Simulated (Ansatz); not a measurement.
Ansatz (a quantum-chemistry and plane-wave program) job for CH₈Ge₂, SMILES [GeH3][CH2][GeH3], PBE0/def2-SVPD. Geometry: TPSSh-D3(BJ)/def2-SVP.

Ansatz 0.2 input:
```yaml
crystal:
  periodic: [false, false, false]
  atoms:
    - {symbol: Ge, position_ang: [1.65371627, -0.00000000, -0.10333420]}
    - {symbol: C, position_ang: [-0.00000000, 0.00000000, 0.95799836]}
    - {symbol: Ge, position_ang: [-1.65371627, 0.00000000, -0.10333420]}
    - {symbol: H, position_ang: [2.88667195, 0.00000001, 0.82142210]}
    - {symbol: H, position_ang: [1.70488671, -1.25159920, -0.99947800]}
    - {symbol: H, position_ang: [1.70488671, 1.25159921, -0.99947801]}
    - {symbol: H, position_ang: [-0.00000000, 0.88856627, 1.61023317]}
    - {symbol: H, position_ang: [0.00000000, -0.88856627, 1.61023318]}
    - {symbol: H, position_ang: [-1.70488672, -1.25159921, -0.99947801]}
    - {symbol: H, position_ang: [-1.70488672, 1.25159920, -0.99947801]}
    - {symbol: H, position_ang: [-2.88667195, -0.00000000, 0.82142210]}
basis:
  gaussian:
    orbitals: def2-SVPD
hamiltonian:
  xc: {name: PBE0}
```

Program output:

```
WARN ansatz: RAYON_NUM_THREADS=1 ignored (pool sized by the plan → 1); use --threads N
Functional definition: PBE0
integrals: 0.11 GiB planned
1569 factors; their error is unknown
mean field: 0.94 GiB planned
mean field evaluation 1: about -114168.4851 eV, gradient 4.4e1 eV
mean field evaluation 2: about -114164.9205 eV, gradient 5.5e1 eV
mean field evaluation 4: about -114172.5981 eV, gradient 1.7e0 eV
mean field evaluation 8: about -114172.9496 eV, gradient 3.5e-2 eV
mean field -114172.94962296 eV, -4195.7785094388 hartree, gradient 1.5e-5 eV, S^2 0.000000; 0 other end points of the search recorded, 0 dependent functions left out
reference -114172.94965905 eV, -4195.7785107654 hartree; 39, 39 occupied and 121, 121 virtual orbitals, 1569 factors
Total energy: -114172.94965905 eV, -4195.7785107654 hartree
```

The calculation finished and met its thresholds.

Cost: around 4 core-seconds (rough).
